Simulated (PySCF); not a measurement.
TiS: from constants to spectrum

revPBE constants of TiS, ³Δ (triplet), unpaired electrons σ ↑, δ ↑ (PySCF, no relativity, basis sets Ti def2-TZVPP, S def2-TZVPP; masses 47.9479 and 31.9721 u):

- ωe: 556.1 cm⁻¹
- ωexe: 1.98 cm⁻¹
- Be: 0.20173 cm⁻¹
- αe: 0.000901 cm⁻¹
- D (centrifugal): 1.06e-07 cm⁻¹

Task: Give the vibrational terms G(v) and spacings up to v = 6.

Result: G(v) = ωe(v+½) − ωexe(v+½)².

```csv
v,G(v) (cm⁻¹),G(v) − G(v−1),Bv (cm⁻¹)
0,277.6,,0.2013
1,829.7,552.1,0.2004
2,1377.9,548.2,0.1995
3,1922.1,544.2,0.1986
4,2462.4,540.3,0.1977
5,2998.7,536.3,0.1968
6,3531.0,532.3,0.1959
```

De is left out where the level can put another filling of the metal’s s and d shells below the measured ground configuration, by anything from nothing to about 1 eV. The state is the lowest single determinant that the PBE0 search found; with open d or f shells the true ground state can be another one.
